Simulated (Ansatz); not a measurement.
The Be1–H2 bond of BeH2Se (SMILES [BeH][SeH]) is stretched (multiplicity 1, the rest rigid).
Geometry at rest (charge 0, multiplicity 1):
```xyz
4

Be    -0.690    -0.761    -1.418
H     -1.209    -1.341    -2.491
Se     0.092     0.160     0.224
H      0.846    -1.065     0.547
```

Correlated levels freeze the cores. Filled d and f shells under p-block atoms count as core.

Codes used: Ansatz (Gaussian basis) for Hartree–Fock, density functionals and correlated methods. 

FIC-MRCISD+Q on CASSCF(2,2)/aug-cc-pVTZ, total energies (hartree):

| R (Å) | CASSCF | MRCISD | weight c² of the reference |
|---|---|---|---|
| 1.326 | -2415.735459 | -2415.944186 | 0.90702 |
| 2.320 | -2415.658390 | -2415.857542 | 0.90769 |
| 4.242 | -2415.605053 | -2415.796903 | 0.90980 |

Add the Davidson correction (E_MRCISD − E_CASSCF)(1 − c²)/c² and give the energies above the first point at the three levels.


Corrections (hartree): -0.021398, -0.020252, -0.019021. Above the first point (kcal/mol):
- R = 2.320 Å: CASSCF 48.4, MRCISD 54.4, with the correction 55.1
- R = 4.242 Å: CASSCF 81.8, MRCISD 92.4, with the correction 93.9

Ansatz is a program for electronic structure.
